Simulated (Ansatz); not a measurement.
Isolated molecules relaxed with PBE0-D4/def2-TZVP in Ansatz; ΔE leaves out vibrations. CCSD(T)/CBS adds triple-zeta CCSD(T) − MP2 to the extrapolated MP2 energy (def2 sets, frozen cores). Functionals use def2-TZVPP. One conformer a species, not always the lowest.

Reaction (isomerisation): `[SiH3]C=C=C[SiH3]` → `C[SiH2]C1=C[SiH2]1`

`[SiH3]C=C=C[SiH3]`:

```xyz
13

Si   -2.013   -0.549   -1.433
C    -0.228   -0.032   -1.484
C     0.335    0.536   -0.457
C     0.871    1.061    0.607
Si    1.666   -0.006    1.906
H    -2.789    0.155   -2.489
H    -2.134   -2.011   -1.679
H    -2.571   -0.219   -0.099
H     0.367   -0.201   -2.380
H     0.847    2.143    0.725
H     1.543   -1.428    1.501
H     3.103    0.348    2.062
H     1.002    0.202    3.220
```

`C[SiH2]C1=C[SiH2]1`:

```xyz
13

C     1.893    1.038   -0.682
Si    0.145    0.530   -1.109
C    -0.668   -0.383    0.278
C    -0.383   -0.797    1.517
Si   -2.059   -1.268    1.067
H     2.507    0.163   -0.459
H     1.903    1.694    0.191
H     2.356    1.574   -1.514
H     0.135   -0.354   -2.306
H    -0.687    1.725   -1.419
H     0.487   -0.727    2.161
H    -3.235   -0.534    1.590
H    -2.395   -2.660    0.685
```

| level | ΔE (kcal/mol) |
| --- | --- |
| PBE | -3.9 |
| SCS-MP2/def2-TZVPP | -4.4 |
| HF/def2-QZVPP | 1.0 |
| MP2/def2-QZVPP | -7.3 |

**Question.** What does CCSD(T)/CBS give? (An estimate is asked.)

**Answer.** Computed: -5.4 kcal/mol. The listed levels differ from it by 1.5, 1.0, 6.4, -1.9 kcal/mol.

Largest T1 diagnostic among the species: 0.013.

From PBE to PBE0 (25 % exact exchange), in def2-TZVPP and without D4, ΔE moves by −1.8 kcal/mol. In def2-TZVPP, CCSD(T) changes the Hartree–Fock value by −5.5 kcal/mol (the triples alone add −0.3 kcal/mol) and MP2 by −7.8 kcal/mol.
